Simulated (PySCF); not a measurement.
A calculated (M06-2X, PySCF 2.14, x2c-SVPall, scalar relativity by spin-free X2C-1e) atom or ion has these occupied shells.

| shell | electrons | orbital energy (eV) | rms radius, mean of both spins (bohr) |
| --- | --- | --- | --- |
| 1s | 2 | -1296.7 | 0.151 |
| 2s | 2 | -90.793 | 0.760 |
| 2p | 6 | -54.764 | 0.781 |
| 3s | 2 | -6.123 | 3.39 |

(1) Name the element and its charge.

## Answers

(1) Mg (magnesium, neutral), in [Ne] 3s2, closed-shell 1S.
